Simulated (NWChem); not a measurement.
System: Si₂H₄SClF; SMILES F[SiH2]S[SiH2]Cl

Input file for NWChem:

```
start job
memory heap 200 mb stack 900 mb global 1100 mb
geometry units angstroms
  Si    -2.322999     0.196245     0.060579
  F     -2.125790     1.496494     0.985281
  S     -0.486718    -0.208763    -0.954835
  Si     1.010742    -0.141645     0.597336
  Cl     2.738336    -0.649974    -0.264155
  H     -2.655828    -0.855232     0.999146
  H     -3.273747     0.535620    -0.970399
  H      0.647828    -1.117377     1.614669
  H      1.081512     1.211837     1.119892
end
basis spherical
  * library def2-svp
end
dft
  xc pbe0
  iterations 150
end
driver
  maxiter 120
end
task dft optimize
task dft freq
```

Parts of the log:

```
             Northwest Computational Chemistry Package (NWChem) 7.3.0
             --------------------------------------------------------

 C1  symmetry detected

                             Geometry "geometry" -> ""
                             -------------------------

 Output coordinates in angstroms (scale by  1.889725989 to convert to a.u.)

  No.       Tag          Charge          X              Y              Z
 ---- ---------------- ---------- -------------- -------------- --------------
    1 Si                  14.0000    -0.30481770    -2.25641298    -0.26778764
    2 F                    9.0000     1.12685262    -2.46827952     0.43224471
    3 S                   16.0000    -1.02181332    -0.30169845     0.21391078
    4 Si                  14.0000     0.64648440     1.00049375    -0.20704558
    5 Cl                  17.0000    -0.00398235     2.86402194     0.09178856
    6 H                    1.0000    -0.02692916    -2.38810080    -1.68296372
    7 H                    1.0000    -1.23073042    -3.17575185     0.34825982
    8 H                    1.0000     1.02151853     0.81436541    -1.60111573
    9 H                    1.0000     1.72784669     0.68567432     0.71030441

 Effective nuclear repulsion energy (a.u.)     428.2473379209

                                Z-matrix (autoz)
                                --------

 Units are Angstrom for bonds and degrees for angles

[...]

      ----------------------
      Optimization converged
      ----------------------

  Step       Energy      Delta E   Gmax     Grms     Xrms     Xmax
  ---- ---------------- -------- -------- -------- -------- --------
@   18   -1538.61753570 -2.8D-08  0.00001  0.00000  0.00022  0.00060
                                     ok       ok       ok       ok

                                Z-matrix (autoz)
                                --------

 Units are Angstrom for bonds and degrees for angles

[...]

 Rotational Constants
 --------------------
 A=   0.113780 cm-1  (  0.163700 K)
 B=   0.032139 cm-1  (  0.046239 K)
 C=   0.029997 cm-1  (  0.043158 K)

 Temperature                      =   298.15K
 frequency scaling parameter      =   1.0000

 Zero-Point correction to Energy  =   26.463 kcal/mol  (  0.042171 au)
 Thermal correction to Energy     =   31.330 kcal/mol  (  0.049927 au)
 Thermal correction to Enthalpy   =   31.922 kcal/mol  (  0.050871 au)

 Total Entropy                    =   91.701 cal/mol-K
   - Translational                =   40.826 cal/mol-K (mol. weight = 145.9245)
   - Rotational                   =   29.064 cal/mol-K (symmetry #  =        1)
   - Vibrational                  =   21.811 cal/mol-K

 Cv (constant volume heat capacity) =   25.164 cal/mol-K
   - Translational                  =    2.979 cal/mol-K
   - Rotational                     =    2.979 cal/mol-K
   - Vibrational                    =   19.206 cal/mol-K

[normal modes left out]

 ----------------------------------------------------------------------------
 Normal Eigenvalue ||           Projected Infra Red Intensities
  Mode   [cm**-1]  || [atomic units] [(debye/angs)**2] [(KM/mol)] [arbitrary]
 ------ ---------- || -------------- ----------------- ---------- -----------
    1       -0.000 ||    0.000001           0.000         0.001       0.000
    2       -0.000 ||    0.000000           0.000         0.000       0.000
    3       -0.000 ||    0.000002           0.000         0.002       0.000
    4        0.000 ||    0.000004           0.000         0.004       0.001
    5        0.000 ||    0.000005           0.000         0.005       0.001
    6        0.000 ||    0.000002           0.000         0.002       0.000
    7       38.616 ||    0.001238           0.029         1.207       0.224
    8       41.495 ||    0.002603           0.060         2.538       0.472
    9      109.642 ||    0.000391           0.009         0.382       0.071
   10      185.392 ||    0.002711           0.063         2.643       0.491
   11      241.484 ||    0.011267           0.260        10.984       2.041
   12      484.186 ||    0.008822           0.204         8.600       1.598
   13      511.946 ||    0.059706           1.377        58.204      10.816
   14      558.605 ||    0.048677           1.123        47.453       8.818
   15      571.466 ||    0.133161           3.072       129.812      24.124
   16      633.255 ||    0.051457           1.187        50.163       9.322
   17      725.255 ||    0.008363           0.193         8.153       1.515
   18      755.708 ||    0.014658           0.338        14.289       2.655
   19      851.104 ||    0.354938           8.189       346.011      64.301
   20      874.973 ||    0.027632           0.637        26.937       5.006
   21      919.967 ||    0.200486           4.625       195.443      36.320
   22      934.913 ||    0.079671           1.838        77.668      14.433
   23      952.321 ||    0.177189           4.088       172.733      32.100
   24     2264.897 ||    0.063949           1.475        62.341      11.585
   25     2276.335 ||    0.048616           1.122        47.393       8.807
   26     2289.311 ||    0.091262           2.105        88.967      16.533
   27     2298.814 ||    0.103576           2.390       100.971      18.764
 ----------------------------------------------------------------------------
```

Level: PBE0/def2-SVP.
